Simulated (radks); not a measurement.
Problem. Te0.25+, 51.75 electrons, occupied as [Kr] 4d10 5s2 5p(up 2, down 1.75) (fractional occupations, a model configuration). All-electron calculation, scalar-relativistic Kohn-Sham, PBE, spin-polarised, spherical densities, finite nucleus; Fermi nuclear charge, rms radius 4.7423 fm. Program: a radial shooting solver on a logarithmic mesh with Libxc functionals. Some entries of the table are withheld. Estimate them.

orbital,occ.,eigenvalue (eV),<r^2> (bohr^2),<1/r> (bohr^-1)
1s up,1,-31629.05,0.001048,55.57
1s down,1,-31629.05,0.001048,55.57
2s up,1,-4852.190,0.01694,12.72
2s down,1,-4852.187,0.01694,12.72
2p up,3,-4356.137,0.01340,12.18
2p down,3,-4356.132,0.01340,12.18
3s up,1,-967.3104,0.1186,4.545
3s down,1,-967.3048,0.1186,4.545
3p up,3,-806.0427,0.1189,4.323
3p down,3,-806.0363,0.1189,4.323
3d up,5,-562.1828,0.1043,4.088
3d down,5,-562.1767,0.1043,4.088
4s up,1,-166.5018,0.6608,1.822
4s down,1,-166.4882,0.6608,1.821
4p up,3,-116.5348,0.7688,1.663
4p down,3,-116.5208,0.7687,1.663
4d up,5,-43.7794,1.111,1.368
4d down,5,-43.7549,1.109,1.369
5s up,1,-17.1618,(1),0.6261
5s down,1,-17.0031,(2),0.6268
5p up,2,-7.8657,7.887,0.4917
5p down,1.75,-7.7013,7.932,0.4910

Solution. 
(1) 5s up <r^2> (bohr^2): 4.876
(2) 5s down <r^2> (bohr^2): 4.873
